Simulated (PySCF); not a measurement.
# Mayer bond orders and bond lengths

Compound: C4H4F3OP.
Atom-mapped SMILES: `[CH:1]#[C:2][P@:3]([CH3:4])(=[O:5])[C:6]([F:7])([F:8])[F:9]` (hydrogens: H10 on C1; H11, H12, H13 on C4)

Cartesian coordinates in Å at the GFN2-xTB level; atoms count from 1:
```xyz
13
C4H4F3OP angstrom
C      2.6430   -0.7525   -0.1438
C      1.4990   -0.4458   -0.3435
P     -0.1654    0.0230   -0.7199
C     -1.2564   -1.1866    0.0926
O     -0.4551    0.3519   -2.1103
C     -0.3256    1.5337    0.4011
F      0.4890    2.5157    0.0173
F     -1.5794    1.9987    0.3564
F     -0.0549    1.2713    1.6870
H      3.6411   -1.0237    0.0498
H     -1.0055   -1.3104    1.1427
H     -2.2841   -0.8392   -0.0163
H     -1.1501   -2.1357   -0.4307
```

Bond orders from the PBE0/pcSseg-1 density (PySCF). Geometry: GFN2-xTB; no solvent, vibrations or thermal averaging.

Q: How far do the computed orders between heavy atoms stray from the drawn ones?

A: The largest departure is 0.390, at C1–C2 (drawn triple, 2.610). Drawn single, order below 0.88: C2–P3 (0.766) and P3–C6 (0.787). Drawn double or triple, more than 0.30 short of the drawn order: C1–C2 (2.610).

Q: Give the Mayer order of every bond, beside its length.

A: 
| bond | drawn as | length (Å) | Mayer order |
| --- | --- | --- | --- |
| C1–C2 | triple | 1.201 | 2.610 |
| C2–P3 | single | 1.770 | 0.766 |
| P3–C4 | single | 1.820 | 1.020 |
| P3–O5 | double | 1.458 | 1.952 |
| P3–C6 | single | 1.888 | 0.787 |
| C6–F7 | single | 1.332 | 1.005 |
| C6–F8 | single | 1.338 | 0.983 |
| C6–F9 | single | 1.340 | 0.969 |
| C1–H10 | single | 1.052 | 1.117 |
| C4–H11 | single | 1.087 | 0.925 |
| C4–H12 | single | 1.090 | 0.935 |
| C4–H13 | single | 1.089 | 0.939 |

By pair of heavy elements: C–P: lowest C2–P3 (0.766, 1.770 Å), highest P3–C4 (1.020, 1.820 Å); in 2 of the 3 pairs the longer bond (by over 0.003 Å) has the higher order (by 0.02 or more). C–F: lowest C6–F9 (0.969, 1.340 Å), highest C6–F7 (1.005, 1.332 Å).

Q: Sum the orders of all bonds at each heavy atom with more than one neighbour and set the sums beside the valence in the SMILES.

A: C1 3.727 (drawn 4), C2 3.376 (drawn 4), P3 4.525 (drawn 5), C4 3.819 (drawn 4), C6 3.744 (drawn 4). Orders between atoms that aren't bonded are not in these sums.

The Mayer order sums products of elements of PS (density times overlap matrix) between the two atoms' basis functions, so it depends on the basis set.
